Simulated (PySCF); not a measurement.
SnCl3, SMILES [Cl][Sn-]([Cl])[Cl], charge -1. Atoms are numbered in the order given.

```xyz
4

Sn     0.0000     0.0000     0.6192
Cl     1.9280     1.1131    -0.6070
Cl     0.0000    -2.2263    -0.6070
Cl    -1.9280     1.1131    -0.6070
```
Charge -1, spin multiplicity 1.

Geometry optimised at PBE-D3(BJ)/def2-SVPD. The isomer is the one that the SMILES or the coordinates give; other isomers of the formula were not compared. The def2 effective core potentials stand for the cores of Sn; spin–orbit coupling is left out.

Calculation: PBE-D3(BJ)/def2-SVPD in PySCF.

Frequencies are harmonic and unscaled.

Modes within 1.5 cm⁻¹ of each other (mostly degenerate sets) share a row, with their intensities summed.

Computed harmonic wavenumbers and intensities:
```tsv
mode	ν (cm⁻¹)	IR (km/mol)	moving atoms (share of kinetic energy)
1–2	81	1.2	Cl 91 %, Sn 9 %
3	99	3.0	Cl 75 %, Sn 25 %
4–5	254	196.1	Cl 73 %, Sn 27 %
6	279	35.3	Cl 78 %, Sn 22 %
```
